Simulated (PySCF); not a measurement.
A spin–spin coupling run with PySCF (density fitting, non-relativistic, gas phase) on `InChI=1S/CH5BCl3N/c3-1(4,5)2-6/h2H2,6H3`:

```
$ OMP_NUM_THREADS=1 python probes_run.py task.json out

{"job": {"kind": "j", "xc": "B3LYP", "basis": "6-31G*"}, "charge": 0, "multiplicity": 1}
N     -1.331867     0.110074    -0.087000
B      0.063042    -0.537808    -0.561675
C      1.182357     0.173322     0.369732
Cl     2.799730    -0.412603    -0.013330
Cl     1.133459     1.971291     0.147835
Cl     0.834781    -0.139286     2.120097
H     -1.470074    -0.071347     0.912128
H     -1.295560     1.126537    -0.212828
H     -2.122916    -0.265245    -0.609154
H      0.008704    -1.733677    -0.338675
H      0.224520    -0.246069    -1.732760
```

Hardware: 1 thread of an Arm Neoverse V1, shared host. The job also computes field gradients.

Task: How large is the calculation?

Result: 74 electrons, 106 basis functions and 748 auxiliary functions.

Task: How long does it take, and how much memory does it need?

Result: 14 s of wall time, with 13 SCF cycles; peak memory 0.63 GiB. Times on a shared host scatter by some tens of per cent.

Task: And these other runs on the same molecule and hardware: GIAO shielding at PBE0/6-311+G(2d,p); GIAO shielding at PBE0/6-31G*; GIAO shielding at PBE0/IGLO-III; GIAO shielding at PBE0/aug-cc-pVDZ; GIAO shielding at PBE0/cc-pVDZ; GIAO shielding at PBE0/cc-pVTZ?

Result: PBE0/6-311+G(2d,p): 216 functions, 29 s; PBE0/6-31G*: 106 functions, 11 s; PBE0/IGLO-III: 287 functions, 43 s; PBE0/aug-cc-pVDZ: 195 functions, 26 s; PBE0/cc-pVDZ: 121 functions, 13 s; PBE0/cc-pVTZ: 262 functions, 42 s.
